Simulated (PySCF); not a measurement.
Ge(SiH3)2 (GeH₆Si₂), SMILES [Ge]([SiH3])[SiH3] (connectivity only; charge and spin as stated), neutral, multiplicity 1.

Coordinates come from a B3LYP-D3(BJ)/def2-SVP optimisation. The structure was generated by enumeration; whether it is a known compound was not checked.

Two levels are set side by side: TDA-PBE/def2-SVPD (PySCF) and TDA-LC-ωPBE/def2-SVPD (PySCF). Vertical, same geometry. The lowest singlet is HOMO→LUMO 99 % with PBE and HOMO→LUMO 98 % with the other functional; states are paired by order. Differences are taken from unrounded values.

```csv
quantity,TDA-LC-ωPBE
lowest singlet excitation (eV),1.91
lowest triplet excitation (TDA) (eV),0.85
first bright state (f over 0.05) (eV),6.03
its oscillator strength,0.19
```

### Question
What does TDA-PBE give, and how far is it from TDA-LC-ωPBE? (The exact figures need the calculation; the answer reports its results.)

### Answer

```json
[
 {"quantity": "lowest singlet excitation (eV)", "TDA-PBE": "1.87", "TDA-PBE minus TDA-LC-ωPBE": "-0.03"},
 {"quantity": "lowest triplet excitation (TDA) (eV)", "TDA-PBE": "1.01", "TDA-PBE minus TDA-LC-ωPBE": "0.16"},
 {"quantity": "first bright state (f over 0.05) (eV)", "TDA-PBE": "5.21", "TDA-PBE minus TDA-LC-ωPBE": "-0.82"},
 {"quantity": "its oscillator strength", "TDA-PBE": "0.09", "TDA-PBE minus TDA-LC-ωPBE": "-0.09"}
]
```

Rough cost on one machine, each run with all the roots and properties that it gave: TDA-LC-ωPBE against TDA-PBE about 3 times.
